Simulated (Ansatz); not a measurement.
CdO2⁻ was relaxed with B3LYP-D4 (def2-TZVPD) in Ansatz in these states: charge -1 doublet, charge -1 quartet. The geometries follow in no particular order.

In the def2 sets Cd takes a core potential; there is no spin–orbit coupling.

A:

```xyz
3

Cd   -2.095    0.007    1.043
O     1.375    0.486   -0.670
O     0.720   -0.493   -0.373
```

B:

```tsv
atom	x (Å)	y (Å)	z (Å)
Cd1	1.577	-0.555	0.258
O2	-0.690	0.782	0.298
O3	-0.886	-0.227	-0.555
```

Question: Judge from the bond lengths which geometry belongs to which state (an estimate).

Answer: A is the charge -1 quartet (O2–O3 1.215 Å); B is the charge -1 doublet (O2–O3 1.335 Å).

At B3LYP-D4/def2-TZVPD the highest occupied level of the charge -1 quartet lies above zero (up to 2.35 eV). It is a level of α spin, whose loss leaves a triplet; that state wasn't run at this geometry and level. The electron is either unbound and held by the finite basis, or the level is raised by self-interaction error. At B3LYP-D4/def2-TZVPD the highest occupied level of the charge -1 doublet lies above zero (up to 0.31 eV). By energy differences its removal costs 2.21 eV (vertical, to the charge 0 triplet, at PBE0-D4/def2-TZVPD). At PBE0-D4/def2-TZVPD a doublet lies 1.93 eV below the charge -1 quartet. These are the stationary points nearest to one start from a short search; other shapes may lie lower in each state. The charge -1 quartet has come apart into loosely held pieces.
